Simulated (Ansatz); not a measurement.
S4, SMILES S=S(=S)=S.

Geometry: ωB97X-D3(BJ)/def2-SVP.

Two levels are set side by side: PBE/def2-SVPD (Ansatz, a first-principles code) and CAM-B3LYP/def2-SVPD (Ansatz). Energy differences of separate SCF runs at the same geometry; the states with an electron removed or added have multiplicity 2 and 2. Differences are taken from unrounded values.

| quantity | CAM-B3LYP |
|---|---|
| vertical ionisation energy (eV) | 9.60 |
| vertical electron affinity (eV) | 2.68 |
| vertical singlet–triplet gap (eV) | 1.35 |

What does PBE give, and how far is it from CAM-B3LYP? (The exact figures need the calculation; the answer reports its results.)


```tsv
quantity	PBE	PBE minus CAM-B3LYP
vertical ionisation energy (eV)	9.03	-0.57
vertical electron affinity (eV)	2.20	-0.47
vertical singlet–triplet gap (eV)	1.31	-0.04
```
